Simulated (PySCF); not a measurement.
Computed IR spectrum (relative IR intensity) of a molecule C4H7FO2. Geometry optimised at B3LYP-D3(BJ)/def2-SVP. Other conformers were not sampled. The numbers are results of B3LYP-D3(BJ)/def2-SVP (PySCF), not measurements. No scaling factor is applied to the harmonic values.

```tsv
ν (cm⁻¹)	relative intensity
123	4.8
221	24
259	4.7
276	100
338	87
362	13
392	19
483	4.5
583	13
750	15
895	13
965	46
1020	3.8
1100	21
1113	81
1172	3.8
1180	67
1198	63
1234	5.7
1248	7.5
1258	5.6
1300	73
1345	60
1373	6.3
1394	4.5
1423	4.0
1463	25
3021	59
3036	17
3076	10
3084	28
3152	8.0
3783	42
3820	37
```

### Question
Identify the compound among the candidates.
A. O[C@@H]1C[C@@H](O)C1F
B. C[C@@]1(O)[C@H](O)[C@@H]1F
C. OCCO/C=C\F
D. CO[C@H]1[C@H](O)[C@@H]1F

### Answer
A, O[C@@H]1C[C@@H](O)C1F
